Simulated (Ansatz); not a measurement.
A geometry relaxed with PBE-D3(BJ)/def2-SVPD (Ansatz, a quantum-chemistry and plane-wave program), charge 0, multiplicity 1:

```xyz
12

O     -0.3277     2.6642    -0.0271
C      0.1770    -1.4393     0.0147
H      2.3349    -0.9936    -0.0349
C      1.3437    -0.5175    -0.0208
C     -1.3437     0.5175     0.0208
O      0.3277    -2.6642     0.0271
C     -1.1784    -0.8272     0.0345
H      2.0247     1.5288    -0.0606
H     -2.3349     0.9936     0.0349
H     -2.0247    -1.5288     0.0606
C      1.1784     0.8272    -0.0345
C     -0.1770     1.4393    -0.0147
```

Problem. Write the SMILES of this molecule.

Solution. `O=C1C=CC(=O)C=C1`
